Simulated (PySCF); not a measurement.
**How far are cheaper levels from CCSD(T)/CBS for TeF?**

PySCF; the state is a doublet (π ↑). The composite is CCSD(T) extrapolated to the basis-set limit from two correlation-consistent sets, with core-valence (CV) and scalar-relativistic (SR) terms as its label shows; it has no spin–orbit coupling and nothing beyond (T). Here it is CCSD(T)/CBS(TQ)+CV. It gives Re = 1.908 Å, ωe = 637 cm⁻¹ and De = 3.58 eV to Te + F.

| level | basis | relativity | Re (Å) | ωe (cm⁻¹) | De (eV) |
| --- | --- | --- | --- | --- | --- |
| UHF | def2-SVP | scalar-relativistic core potentials | 1.918 | 673 | 1.16 |
| UHF-MP2 | def2-SVP | scalar-relativistic core potentials | 1.945 | 630 | 2.98 |
| PBE | cc-pVDZ-PP/cc-pVDZ | scalar-relativistic core potentials | 1.968 | 598 | 3.69 |
| BLYP | def2-TZVPP | scalar-relativistic core potentials | 1.952 | 574 | 3.88 |
| PBE0 | cc-pVDZ-PP/cc-pVDZ | scalar-relativistic core potentials | 1.942 | 634 | 3.14 |
| PBE0 | x2c-SVPall | spin-free X2C | 1.933 | 639 | 3.25 |
| B97-3 | def2-TZVPP | scalar-relativistic core potentials | 1.913 | 621 | 3.51 |
| MN15 | x2c-SVPall | spin-free X2C | 1.922 | 650 | 3.34 |
| BHandHLYP | def2-SVP | scalar-relativistic core potentials | 1.927 | 654 | 2.79 |
| CAM-B3LYP | def2-SVP | scalar-relativistic core potentials | 1.934 | 645 | 3.36 |

Problem. Give the difference of each row from the composite.

Solution. 

| level | basis | ΔRe (pm) | Δωe (%) | ΔDe (eV) |
| --- | --- | --- | --- | --- |
| UHF | def2-SVP | +1.0 | +5.7 | -2.42 |
| UHF-MP2 | def2-SVP | +3.7 | -1.1 | -0.60 |
| PBE | cc-pVDZ-PP/cc-pVDZ | +6.0 | -6.1 | +0.11 |
| BLYP | def2-TZVPP | +4.4 | -9.9 | +0.30 |
| PBE0 | cc-pVDZ-PP/cc-pVDZ | +3.4 | -0.5 | -0.44 |
| PBE0 | x2c-SVPall | +2.5 | +0.3 | -0.33 |
| B97-3 | def2-TZVPP | +0.5 | -2.5 | -0.07 |
| MN15 | x2c-SVPall | +1.4 | +2.0 | -0.24 |
| BHandHLYP | def2-SVP | +1.9 | +2.7 | -0.79 |
| CAM-B3LYP | def2-SVP | +2.6 | +1.3 | -0.22 |

Problem. Which rows come closest in De?

Solution. B97-3 in def2-TZVPP (-0.07 eV), counted from the composite.

Correlated steps freeze the inner cores (5 to 10 orbitals); shallow outer-core shells are correlated. Correlated levels converge slowly with the basis: in double zeta they bind strong bonds too weakly, by up to about 1 eV, and carry superposition errors of some tenths. Spin–orbit coupling is left out, which matters for elements this heavy, above all for dissociation energies. The state was picked by a PBE0 search and need not be the measured ground state.
